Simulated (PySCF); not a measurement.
Excitation energy of Se⁺ by level of theory

Se⁺ [Ar] 3d10 4s2 4p3 (4S) → Se⁺ [Ar] 3d10 4s1 4p3 5s1 (6S), as a difference of total energies. All numbers are calculated (PySCF 2.14, a scalar-relativistic core potential, in aug-cc-pVTZ-PP with one added diffuse shell each of s, d, f type with ECP10MDF (7s5p5d3f, 68 functions)). Correlated levels: valence: 3s2 3p6 3d10 frozen. The calculations carry no spin-orbit coupling.

```csv
method,excitation energy (cm⁻¹)
UHF,145200
MP2 (valence),155430
SCS-MP2 (valence),159260
CCSD (valence),156820
CCSD(T) (valence),157250
```

The promoted electron is Rydberg-like, and one or two diffuse shells describe it only roughly, which tends to raise the upper state.
